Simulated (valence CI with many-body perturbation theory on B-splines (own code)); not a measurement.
# Questions on Er46+

Computed by configuration interaction combined with many-body perturbation theory (CI+MBPT): four valence electrons over a frozen Dirac-Fock core [Ar], a basis of 7 s, 7 p, 8 d, 6 f, 4 g, 1 h functions for each j, with the one-electron correlation potential Σ1, the two-electron term Σ2, the three-electron term Σ3, Breit, model QED; selected CI, second order for the rest, scaled by the run's own slope (own B-spline code, finite nucleus).

The last digits are not significant, and no measured levels were compared; by estimate large intervals hold to a few tenths of a per cent, small ones and those within an open d or f shell to about a per cent. Excitations out of the core, of the other parity, are not computed and may begin above about 214 eV (a cautious bound); beyond it only levels of the ground parity were kept, without lifetimes. Only levels of the ground parity were solved; by the run's estimate the other parity begins above the list, which can be wrong where configurations are misplaced.

Levels are named by their leading jj configuration (3d3/2^4 stands for four electrons in 3d with j = 3/2), which in mixed levels can hold well under half, so a name can repeat and another be missing.

Rates and lifetimes use the calculated energies. Strong lines usually hold to 10 to 20 %, long lifetimes can be off by a factor of two.

**Question.** What is the ground level?

**Answer.** (3d3/2^4) J=0, composition 59 % 3d4 3P + 28 % 3d4 5D + 13 % 3d4 1S.

**Question.** Name the longest-lived excited levels whose lifetime is computed, and their main decay.

**Answer.** (3d3/2^2 3d5/2^2) J=6 at 100.01 eV lives 10.7 ms, mostly by M1 to (3d3/2^2 3d5/2^2) J=5. The lifetime of (3d3/2^3 3d5/2) J=4 is too uncertain to give, and may be longer.

**Question.** What is the ionisation energy?

**Answer.** 3916.9 eV; NIST lists 3916 ± 4 eV (theoretical).

**Question.** How well does LS coupling describe the low levels?

**Answer.** Among the lowest 20 levels the leading LS term, summed over configurations, holds 47 % on average. For single configurations the figures are 47 % in LS and 95 % in jj coupling. Terms mix most in the J = 4 level at 51.63 eV, where the leading one holds 29 %.
